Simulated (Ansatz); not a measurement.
Mulliken charges of H₂Se₂, SMILES `[SeH][SeH]` from PBE/def2-TZVPP in Ansatz (PBE0-D4/def2-TZVP geometry).

```
atom   x (Å)   y (Å)   z (Å)  charge (e)
 Se1   0.511  -1.131   0.346      -0.075
 Se2   0.483   1.166  -0.011      -0.075
  H3  -0.809  -1.215   0.993       0.075
  H4  -0.130   1.119  -1.349       0.075
```

Question: By hand: the dipole of these point charges (1 e Å = 4.8032 D).

Answer: Σ q r = (-0.145, -0.010, -0.052) e Å, of length 0.154 e Å = 0.74 D.

Question: How does the dipole of the full density compare? (Estimate.)

Answer: Ansatz gave: (-0.159, -0.011, -0.057) e Å, 0.81 D; the point charges give 0.91 times that, at 0° from its direction.

Point charges leave out the atoms' own dipoles, such as those of lone pairs, and Mulliken's split depends on the basis, so the close match here is no proof of good charges.
